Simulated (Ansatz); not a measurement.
# Energy profile

The step: SiH₃Cl ([SiH3][Cl]) + H₂O + HF → SiH₃ClO ([OH][SiH2][Cl]) + HF + H₂; bonds formed: Si1–O7, H2–H8, H6–F9; bonds broken: Si1–H2, H6–O7, H8–F9 (atoms numbered as in the saddle structure below).

Si1  (-0.766, 0.623, 0.040)
H2  (-0.214, -0.515, 1.182)
H3  (-0.987, 1.569, -1.101)
H4  (-2.092, -0.011, 0.219)
Cl5  (-0.187, 2.050, 1.428)
H6  (1.064, -0.949, -0.490)
O7  (0.382, -0.283, -1.016)
H8  (0.605, -1.067, 1.019)
F9  (1.497, -1.593, 0.519)
H10  (0.697, 0.175, -1.800)
(Å)

Electronic energies by CCSD(T) at an estimated basis limit (MP2 extrapolated from triple and quadruple zeta, plus CCSD(T) − MP2 in triple zeta), on PBE0-D4/def2-TZVP structures; SiH6ClOF, closed shell; no counterpoise correction. Program: Ansatz 0.2.0. Basis: def2-TZVPP and def2-QZVPP. Cores are frozen in the correlated methods. Extrapolation: Hartree–Fock as exp(−7.88 √X), correlation as X^−2.97.

Problem. Give the profile in eV, counted from the separated reactants. (An estimate is asked for; the value comes from the calculation.)

Solution. By the calculation:
```tsv
point	eV
separated: SiH3Cl (linked as [SiH3][Cl]; Si1, H2, H3, H4, Cl5; singlet) + H2O (H6, O7, H10; singlet) + HF (H8, F9; singlet)	0.000
start structure	-0.331
saddle	0.982
end structure	-1.179
```

No T1 diagnostic of these runs exceeds 0.011.

For scale, one of the runs: CCSD(T)/def2-TZVPP, 230 basis functions, launched by `ansatz run in.yaml --threads 4 --pin off --events-out ev --progress --plain --max-ram 9574MiB`. Time: 91 s of wall clock on 4 CPU threads of an Arm Neoverse V2; the host was shared. Peak host memory: 3.9 GiB.
